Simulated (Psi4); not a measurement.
CrFO2, doublet (typed; the unrestricted solution is spin-contaminated), geometry from GFN2-xTB (such geometries of metal compounds can be far from the true shape) (the multiplicity is a formal guess); Psi4 1.11 with M06-2X/cc-pVDZ.

Here is a job for Psi4.
```
memory 2 GB

molecule mol {
0 2
  Cr    0.020769   -0.019108    0.018557
  O     1.470236   -0.305020   -0.409788
  O    -0.423091   -0.658385    1.345392
  F    -0.986180    0.907316   -0.881133
}

set basis cc-pvdz
set reference uks

energy('m06-2x')
print_variables()
```

Task: Write the output that Psi4 gives for this input, abridged.

Result: 
```
   => Loading Basis Set <=

    Name: CC-PVDZ
    Role: ORBITAL
    Keyword: BASIS

         ---------------------------------------------------------
                                   SCF
               by Justin Turney, Rob Parrish, Andy Simmonett
                          and Daniel G. A. Smith
                              UKS Reference
         ---------------------------------------------------------

  ==> Geometry <==

    Molecular point group: c1
    Full point group: C1

    Geometry (in Angstrom), charge = 0, multiplicity = 2:

       Center              X                  Y                   Z               Mass
    ------------   -----------------  -----------------  -----------------  -----------------
         CR           0.029591589297    -0.027225220351     0.026439676043    51.940506230000
         O            1.479058589297    -0.313137220351    -0.401905323957    15.994914619570
         O           -0.414268410703    -0.666502220351     1.353274676043    15.994914619570
         F           -0.977357410703     0.899198779649    -0.873250323957    18.998403162730

  Running in c1 symmetry.

  Rotational constants: A =      0.31043  B =      0.23382  C =      0.13336 [cm^-1]
  Rotational constants: A =   9306.40638  B =   7009.61951  C =   3998.17751 [MHz]
  Nuclear repulsion =  242.313437425806967

  Charge       = 0
  Multiplicity = 2
  Electrons    = 49
  Nalpha       = 25
  Nbeta        = 24

  ==> Algorithm <==

  SCF Algorithm Type is DF.
  DIIS enabled.
  MOM disabled.
  Fractional occupation disabled.
  Guess Type is SAD.
  Energy threshold   = 1.00e-06
  Density threshold  = 1.00e-06
  Integral threshold = 1.00e-12

  ==> Primary Basis <==

  Basis Set: CC-PVDZ
    Blend: CC-PVDZ
    Number of shells: 33
    Number of basis functions: 85
    Number of Cartesian functions: 94
    Spherical Harmonics?: true
    Max angular momentum: 3

  ==> DFT Potential <==

   => LibXC <=

    Version 7.1.2
    S. Lehtola, C. Steigemann, M. J. T. Oliveira, and M. A. L. Marques,  SoftwareX 7, 1–5 (2018) (10.1016/j.softx.2017.11.002)

   => Composite Functional: M06-2X <=

    Hybrid M06-2X Meta-GGA XC Functional  (10.1007/s00214-007-0310-x)
    Y. Zhao and D. G. Truhlar,  Theor. Chem. Acc., 120, 215, 2008

    Deriv               =              1
    GGA                 =           TRUE
    Meta                =           TRUE

    Exchange Hybrid     =           TRUE
    MP2 Hybrid          =          FALSE

   => Exchange Functionals <=

[...]
      Ntotal   =   49.0000082524 ; deviation = 8.252e-06

   @Spin Contamination Metric:   1.457704891E-01
   @S^2 Expected:                7.500000000E-01
   @S^2 Observed:                8.957704891E-01
   @S   Expected:                5.000000000E-01
   @S   Observed:                5.000000000E-01

    Orbital Energies [Eh]
    ---------------------

    Alpha Occupied:

[...]
      25A     -0.403872

    Alpha Virtual:

[...]
    Beta Occupied:

[...]
    Beta Virtual:

[...]
      85A      4.326545

    Final Occupation by Irrep:
              A
    DOCC [    24 ]
    SOCC [     1 ]
    NA   [    25 ]
    NB   [    24 ]

  @DF-UKS Final Energy: -1294.62311130280250

   => Energetics <=

    Nuclear Repulsion Energy =            242.3134374258069670
    One-Electron Energy =               -2261.5166339166407852
    Two-Electron Energy =                 760.7368024607675352
    DFT Exchange-Correlation Energy =     -36.1567172727360955
    Empirical Dispersion Energy =           0.0000000000000000
    VV10 Nonlocal Energy =                  0.0000000000000000
    Total Energy =                      -1294.6231113028022719

  UHF NO Occupations:
  HONO-2 :   23  A 1.9729745
  HONO-1 :   24  A 1.9613136
  HONO-0 :   25  A 1.0000000
  LUNO+0 :   26  A 0.0386864
  LUNO+1 :   27  A 0.0270255
  LUNO+2 :   28  A 0.0030478
  LUNO+3 :   29  A 0.0029976

Computation Completed

Properties will be evaluated at   0.000000,   0.000000,   0.000000 [a0]

Properties computed using the SCF density matrix

 Multipole Moments:

 ------------------------------------------------------------------------------------
     Multipole            Electronic (a.u.)      Nuclear  (a.u.)        Total (a.u.)
 ------------------------------------------------------------------------------------

 L = 1.  Multiply by 2.5417464519 to convert [e a0] to [Debye]
 Dipole X            :         -0.9732500            0.8169340           -0.1563160
 Dipole Y            :          0.8954204           -0.7516042            0.1438162
 Dipole Z            :         -0.8695805            0.7299145           -0.1396660
 Magnitude           :                                                    0.2542133

 ------------------------------------------------------------------------------------

  Variable Map:
  ----------------------------------------------------------------------------
[...]
  Array Variable Map:
  ----------------------------------------------------------------------------
[...]
[...]
```
